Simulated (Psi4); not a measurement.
Noncovalent pair: boric acid (SMILES OB(O)O) (first 7 atoms) with H2O (SMILES O); geometry from B3LYP-D3(BJ)/def2-TZVP.
(charge 0, multiplicity 1):
```json
[
 {"atom": "O", "x (Å)": "0.4881", "y (Å)": "-0.2524", "z (Å)": "-1.4022"},
 {"atom": "B", "x (Å)": "0.2130", "y (Å)": "-0.1365", "z (Å)": "-0.0667"},
 {"atom": "O", "x (Å)": "0.6055", "y (Å)": "1.0068", "z (Å)": "0.5968"},
 {"atom": "O", "x (Å)": "-0.4435", "y (Å)": "-1.1790", "z (Å)": "0.5308"},
 {"atom": "H", "x (Å)": "0.9491", "y (Å)": "0.5224", "z (Å)": "-1.7363"},
 {"atom": "H", "x (Å)": "0.3681", "y (Å)": "0.9967", "z (Å)": "1.5325"},
 {"atom": "H", "x (Å)": "-0.6013", "y (Å)": "-1.0236", "z (Å)": "1.4697"},
 {"atom": "O", "x (Å)": "-0.4730", "y (Å)": "0.1174", "z (Å)": "3.1889"},
 {"atom": "H", "x (Å)": "-1.2767", "y (Å)": "0.4741", "z (Å)": "3.5830"},
 {"atom": "H", "x (Å)": "0.0765", "y (Å)": "-0.1871", "z (Å)": "3.9196"}
]
```

Level of theory: SAPT0/jun-cc-pV(D+d)Z (Psi4).

Task: Which attractive term is largest, and how does the interaction split up?

Result: electrostatics -14.38, exchange 9.89, induction -3.05, dispersion -2.25, total -9.79 kcal/mol; the largest attraction is electrostatics.
